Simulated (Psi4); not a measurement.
C6H13BO2, charge -1, doublet, geometry from GFN2-xTB (a state made from the parent by changing its charge; the spin is typed, not shown lowest) (a gas-phase anion, which may not be bound at this level). Base run: SVWN/STO-3G (Psi4).

Psi4 was given this input:
```
memory 2 GB

molecule {
-1 2
C    -1.77443156   -0.03191137    0.91494243
C    -0.75124689   -0.12720494   -0.24514073
C    -1.10616191   -1.36493490   -1.08690439
O    -0.82499265    1.01632732   -1.01685730
B     0.18583498    2.03053219   -0.44014834
O     0.96214703    1.20889894    0.59016274
C     0.71032703   -0.12882250    0.32503890
C     0.89589233   -0.97174480    1.59721700
C     1.70044373   -0.64955152   -0.74303435
H    -2.75186738    0.20851246    0.49704539
H    -1.47413877    0.77917351    1.57305794
H    -1.84481081   -0.96412466    1.47529917
H    -2.16538540   -1.33314379   -1.34204685
H    -0.53766293   -1.36976965   -2.01263706
H    -0.90548402   -2.28296741   -0.53323451
H     0.91172842    2.44031569   -1.35570131
H     0.36356144   -0.52470063    2.43214634
H     1.95485054   -1.00741509    1.85289181
H     0.53831834   -1.99069113    1.44346683
H     1.52045255   -0.10826009   -1.66767722
H     2.71640861   -0.43410250   -0.41136552
H     1.59868284   -1.72227788   -0.90965996
}

set {
  basis sto-3g
  reference uks
}

energy('svwn')
print_variables()
```

The base run was repeated with changes; each row names its change, and settings that it needs were set with it.

| change | E (Eh) | SCF-reference <S^2> | core-seconds (rough) | outcome |
|---|---|---|---|---|
| base | -404.22473 | 0.751 | 10 | converged |
| functional = m06-l | -406.33285 | 0.751 | 30 | converged |
| functional = bp86 | -406.43732 | 0.751 | 10 | converged |
| functional = b97m-v | - | - | - | cut at the time limit |
| functional = wb97x-v | - | - | - | cut at the time limit |
| functional = wb97x | -406.41836 | 0.752 | 20 | converged |
| functional = wb97m-v | - | - | - | cut at the time limit |
| functional = cam-b3lyp | -406.21809 | 0.751 | 20 | converged |
| functional = m06-2x | -406.45506 | 0.752 | 30 | converged |
| functional = b2plyp | -405.76462 | 0.752 | 20 | converged |
| functional = tpssh | -406.56744 | 0.751 | 40 | converged |
| functional = r2scan | -406.27134 | 0.752 | 30 | converged |

Absolute energies of different levels of theory aren't comparable as measures of quality.

Open shells are given as the SCF converged; they aren't shown to be the lowest states, and a large step between rows can be another state.

A gas-phase anion may not be bound at this level; its values then depend on the basis.
